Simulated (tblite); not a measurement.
Species: C6H12GeOSi.
SMILES with atom numbers: `[CH3:1][GeH2:2][C:3]1=[C:4]([CH2:5][CH:6]=[O:7])[CH2:8][SiH2:9]1` (hydrogens: H10, H11, H12 on C1; H13, H14 on Ge2; H15, H16 on C5; H17 on C6; H18, H19 on C8; H20, H21 on Si9)

Computed with GFN2-xTB (tblite), gas phase: L-BFGS steps from a force-field or distance-geometry start until the largest atomic force falls under 0.01 eV/Å.

Step 103: E = -723.6210 eV
```
atom  x, y, z in Å  |  force x, y, z in eV/Å
C1      2.7863   -0.8633   -0.2932    0.005   0.015   0.007
Ge2     1.7572    0.3037    0.9152    0.005   0.009  -0.014
C3      0.0404    0.9413    0.2580   -0.007   0.007  -0.001
C4     -1.1362    0.2944    0.3194   -0.009   0.009  -0.005
C5     -1.4152   -1.0819    0.8150    0.012   0.003   0.037
C6     -0.8411   -2.1345   -0.0923   -0.031   0.010   0.000
O7     -0.1117   -1.9355   -1.0205    0.019  -0.036  -0.007
C8     -2.1570    1.2132   -0.2988    0.008   0.020  -0.012
Si9    -0.7095    2.4468   -0.6191    0.012   0.002   0.006
H10     3.3794   -0.2671   -0.9814   -0.025  -0.015  -0.003
H11     3.4585   -1.4997    0.2766    0.014   0.020  -0.013
H12     2.1192   -1.4948   -0.8707    0.034   0.015   0.003
H13     1.5115   -0.4105    2.2329    0.011  -0.013  -0.013
H14     2.5955    1.5056    1.2825   -0.013  -0.011   0.009
H15    -0.9374   -1.2386    1.7897   -0.004   0.004   0.010
H16    -2.4859   -1.2608    0.9329   -0.033  -0.016   0.007
H17    -1.1489   -3.1650    0.1811   -0.012   0.011  -0.012
H18    -2.6531    0.7868   -1.1696    0.010  -0.025  -0.013
H19    -2.9336    1.5160    0.4036   -0.002   0.014   0.001
H20    -0.3551    2.6500   -2.0220    0.001  -0.007   0.006
H21    -0.7721    3.7109    0.1151    0.005  -0.015   0.007
```

Step 104: E = -723.6213 eV
```
atom  x, y, z in Å  |  force x, y, z in eV/Å
C1      2.7866   -0.8620   -0.2921    0.024   0.018  -0.002
Ge2     1.7577    0.3051    0.9156    0.001  -0.003  -0.013
C3      0.0405    0.9409    0.2585   -0.010   0.002   0.001
C4     -1.1359    0.2935    0.3190   -0.013   0.011   0.007
C5     -1.4155   -1.0829    0.8157   -0.015   0.011   0.017
C6     -0.8433   -2.1357   -0.0928   -0.011   0.011  -0.024
O7     -0.1146   -1.9385   -1.0227   -0.006  -0.029   0.029
C8     -2.1565    1.2126   -0.2993    0.007   0.013  -0.010
Si9    -0.7090    2.4467   -0.6177    0.010   0.007  -0.003
H10     3.3795   -0.2658   -0.9808   -0.023  -0.014   0.001
H11     3.4597   -1.4991    0.2766    0.003   0.027  -0.017
H12     2.1198   -1.4921   -0.8710    0.024   0.002   0.004
H13     1.5124   -0.4106    2.2320    0.011  -0.012  -0.007
H14     2.5955    1.5067    1.2823   -0.010  -0.003   0.012
H15    -0.9373   -1.2389    1.7899    0.005  -0.001   0.016
H16    -2.4873   -1.2614    0.9360    0.004  -0.008  -0.004
H17    -1.1521   -3.1656    0.1804   -0.015   0.003  -0.008
H18    -2.6511    0.7845   -1.1707    0.009  -0.013  -0.008
H19    -2.9337    1.5156    0.4023   -0.001   0.008  -0.003
H20    -0.3565    2.6509   -2.0206    0.004  -0.009   0.000
H21    -0.7678    3.7128    0.1136    0.001  -0.021   0.012
```

Step 105: E = -723.6215 eV
```
atom  x, y, z in Å  |  force x, y, z in eV/Å
C1      2.7866   -0.8601   -0.2914    0.010   0.005  -0.017
Ge2     1.7584    0.3067    0.9163   -0.004  -0.010  -0.008
C3      0.0406    0.9402    0.2593   -0.011  -0.001   0.004
C4     -1.1359    0.2927    0.3191   -0.011   0.012   0.015
C5     -1.4162   -1.0837    0.8162   -0.001   0.014   0.017
C6     -0.8457   -2.1365   -0.0939    0.002   0.007  -0.029
O7     -0.1171   -1.9406   -1.0244   -0.018  -0.019   0.045
C8     -2.1557    1.2122   -0.3001    0.000   0.005  -0.007
Si9    -0.7078    2.4463   -0.6167    0.006   0.004  -0.009
H10     3.3785   -0.2649   -0.9811   -0.012  -0.002  -0.003
H11     3.4596   -1.4977    0.2761    0.009   0.022  -0.010
H12     2.1197   -1.4900   -0.8710    0.023   0.005   0.012
H13     1.5144   -0.4094    2.2328    0.011  -0.011  -0.008
H14     2.5950    1.5088    1.2818   -0.007   0.001   0.014
H15    -0.9378   -1.2393    1.7908    0.005  -0.002  -0.001
H16    -2.4878   -1.2621    0.9379    0.003  -0.005  -0.009
H17    -1.1548   -3.1663    0.1788   -0.020   0.001  -0.003
H18    -2.6491    0.7823   -1.1714    0.007  -0.002  -0.004
H19    -2.9334    1.5157    0.4013    0.002   0.003  -0.010
H20    -0.3560    2.6497   -2.0197    0.007  -0.007  -0.006
H21    -0.7644    3.7129    0.1136   -0.002  -0.020   0.015
```

Question: Estimate the geometry and energy of step 106. (The exact step hangs on the optimiser's Hessian estimate; all steps are aligned on step 105, rigid shifts and turns removed.)

Answer: E = -723.6217 eV, largest force 0.067 eV/Å
```
atom  x, y, z in Å  |  force x, y, z in eV/Å
C1      2.7860   -0.8578   -0.2912   -0.001  -0.004  -0.024
Ge2     1.7591    0.3082    0.9173   -0.008  -0.013   0.000
C3      0.0404    0.9393    0.2608   -0.006  -0.004   0.010
C4     -1.1363    0.2922    0.3201   -0.007   0.011   0.019
C5     -1.4174   -1.0845    0.8171   -0.020   0.014  -0.008
C6     -0.8484   -2.1371   -0.0943    0.026   0.001  -0.040
O7     -0.1184   -1.9421   -1.0243   -0.031  -0.013   0.058
C8     -2.1546    1.2121   -0.3009   -0.007  -0.004   0.000
Si9    -0.7058    2.4460   -0.6156   -0.001  -0.009  -0.010
H10     3.3755   -0.2638   -0.9832    0.001   0.014  -0.010
H11     3.4603   -1.4950    0.2746    0.018   0.016  -0.002
H12     2.1189   -1.4882   -0.8697    0.016  -0.001   0.014
H13     1.5186   -0.4081    2.2347    0.010  -0.008  -0.011
H14     2.5942    1.5115    1.2808   -0.005   0.004   0.014
H15    -0.9391   -1.2407    1.7911    0.011  -0.005   0.011
H16    -2.4895   -1.2642    0.9382    0.017   0.007  -0.008
H17    -1.1583   -3.1670    0.1764   -0.027   0.003   0.003
H18    -2.6466    0.7799   -1.1722    0.005   0.010  -0.001
H19    -2.9328    1.5161    0.3997    0.002   0.001  -0.017
H20    -0.3535    2.6473   -2.0184    0.010  -0.004  -0.014
H21    -0.7611    3.7129    0.1135   -0.004  -0.017   0.018
```

The energy changes by -0.0003 eV. The first-order estimate −F·Δx gives -0.0003 eV and the mean of the old and new forces, exact on a quadratic surface, -0.0003 eV. The step makes an angle of 74° with the force vector and moves no atom by more than 0.005 Å.

What follows is the cost of the whole relaxation. Time: 2.3 s of wall time. Hardware: Arm Neoverse V1, one thread, shared host with 32 logical CPUs at a one-minute load of 29.
